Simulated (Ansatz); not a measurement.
Sn nanocrystals, hexagonal, H-capped: PBE0-D4/def2-TZVP single points in Ansatz on relaxed structures, gas phase. Core potentials for Sn, no spin–orbit coupling. Binding counts from free atoms in the multiplicity of their measured ground term, without zero-point energy. Sets without diffuse functions give affinities that are too small. A dash marks a value that wasn't run or was left out as unsound. The structures are stationary points that may keep the symmetry of their start. Remarks come from the PBE and PBE0 runs and from stability tests at other levels; not every state was tested. A HOMO above zero means that the electron is unbound at that level and held by the basis, or that self-interaction error raises the level; the energy of removing that electron tells which. HOMO above LUMO (over both spins in singlets and doublets, within one spin in higher multiplets; at PBE or PBE0), or a gap under 0.15 eV within one spin, warns that the state may not be the lowest or that an electron is smeared out.

```csv
species,atoms,state,geometry,HOMO (eV),LUMO (eV),gap (eV),vertical IE (eV),vertical EA (eV),vertical triplet (eV),binding per atom (eV),point group (within 0.1 Å),remarks
Sn11H18,29,singlet,PBE-D4/def2-SVP,-6.79,-1.79,5.00,7.90,0.86,3.95,2.40,Cs,HOMO above zero (-1 doublet)
Sn24H30,54,singlet,PBE-D4/def2-SVP,-6.50,-2.38,4.12,7.36,1.68,3.24,2.50,–,"gap within one spin near zero at PBE or PBE0 (+1 doublet), HOMO above LUMO (+1 doublet), gap within one spin near zero at PBE or PBE0 (-1 doublet), gap within one spin near zero at PBE or PBE0 (triplet), HOMO above LUMO (triplet)"
Sn27H34,61,singlet,r2SCAN-D4/def2-SVP,-6.43,-2.36,4.07,–,–,–,2.50,–,"gap within one spin near zero at PBE or PBE0 (+1 doublet), HOMO above LUMO (+1 doublet), gap within one spin near zero at PBE or PBE0 (-1 doublet), gap within one spin near zero at PBE or PBE0 (triplet), HOMO above LUMO (triplet)"
```

The gap (eV) runs from 4.07 (Sn27H34) to 5.00 (Sn11H18). The binding per atom (eV) runs from 2.40 (Sn11H18) to 2.50 (Sn24H30).
